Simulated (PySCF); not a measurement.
Work out the structure from these simulated measurements.

Formula: C6H10ClFS.

| Property | Result |
| --- | --- |
| Rotational structure | rotational constants A, B, C: 1.484, 0.587, 0.484 GHz [PBE0-D3(BJ)/def2-SVP] |
| UV, first state | lowest singlet excitation: 2.44 eV (508 nm, f = 0.000) [TDDFT PBE0/def2-SVPD] |
| Dipole | 2.54 D [PBE0/def2-SVPD] |
| Triplet | lowest triplet excitation (Tamm–Dancoff): 1.94 eV [TDA PBE0/def2-SVPD] |
| NMR, other nuclei | isotropic shieldings of nuclei other than C and H, by class: 418 (1 F), -516 (1 S), 758 (1 Cl) ppm [GIAO B97-2/pcSseg-1] |
| UV, strongest line | among the 10 lowest singlet transitions: S4 at 5.64 eV (220 nm, f = 0.213) [TDDFT PBE0/def2-SVPD] |
| 1H NMR | chemical shifts (computed TMS as zero) by class: 4.73 (1 H), 4.38 (1 H), 4.34 (1 H), 3.08 (3 H), 2.21 (1 H), 1.80 (1 H), 1.67 (1 H), 1.50 (1 H) ppm [GIAO B97-2/pcSseg-1] |
| Valence photoelectron | vertical ionisation energy: 8.70 eV [ΔSCF PBE0/def2-SVPD] |
| Polarisability | 110.6 au [PBE0/def2-SVPD] |
| 13C NMR | chemical shifts (computed TMS as zero) by class: 265.1 (1 C), 83.2 (1 C), 78.6 (1 C), 35.4 (1 C), 35.3 (1 C), 31.7 (1 C) ppm [GIAO B97-2/pcSseg-1] |

Electronic properties: PySCF, gas phase, density fitting. Levels stand in brackets. Geometry: PBE0-D3(BJ)/def2-SVP, one conformer, isolated molecule. NMR values are class means; diastereotopic atoms form classes of their own.

Q: What is the compound? Reason from the data.

A: Numbering: `[CH3:1][C:2](=[S:3])[C@H:4]([Cl:5])[CH2:6][CH2:7][CH2:8][F:9]`. Its formula, C6H10ClFS, gives 1 degree of unsaturation: 0 rings and 1 π bond in the structure found. 6 carbons fall into 6 classes; from least to most shielded: thiocarbonyl carbon [C2] (265.1 ppm), sp3 C–F carbon [C8] (83.2 ppm), sp3 C–Cl carbon [C4] (78.6 ppm), chain CH2 carbon [C6] (35.4 ppm), methyl carbon [C1] (35.3 ppm), chain CH2 carbon [C7] (31.7 ppm). Hydrogen classes from least to most shielded: 1 H on an sp3 C–F carbon, C8 (4.73 ppm), 1 H on an sp3 C–Cl carbon, C4 (4.38 ppm), 1 H on an sp3 C–F carbon, C8 (4.34 ppm), 3 H on a methyl carbon, C1 (3.08 ppm, a mean of values up to 1.1 ppm apart in this geometry), 1 H on a chain CH2 carbon, C6 (2.21 ppm), 1 H on a chain CH2 carbon, C7 (1.80 ppm), 1 H on a chain CH2 carbon, C7 (1.67 ppm), 1 H on a chain CH2 carbon, C6 (1.50 ppm). The other shieldings belong to: 418 ppm, alkyl fluorine [F9]; -516 ppm, thiocarbonyl sulfur [S3]; 758 ppm, alkyl chlorine [Cl5]. S1 is mainly HOMO→LUMO (weight 0.99); the largest Löwdin shares of the orbital it empties are 0.74 on the thiocarbonyl sulfur, 0.11 on the thiocarbonyl carbon, 0.04 on the methyl carbon and 0.04 on the sp3 C–Cl carbon, of the orbital it fills 0.41 on the thiocarbonyl sulfur, 0.37 on the thiocarbonyl carbon, 0.07 on the alkyl chlorine and 0.04 on the methyl carbon. The optimised geometry has point group C1 and is an asymmetric top. Structure: `CC(=S)[C@H](Cl)CCCF`. The assignments are read from this structure; whether some other isomer fits the data as well wasn't checked. The mirror image fits equally.

Shape of the structure used: `[CH3:1][C:2](=[S:3])[C@H:4]([Cl:5])[CH2:6][CH2:7][CH2:8][F:9]`: C1–C2–C4–Cl5 62°, C2–C4–C6–C7 -173°, C4–C6–C7–C8 180°, C6–C7–C8–F9 -58°.
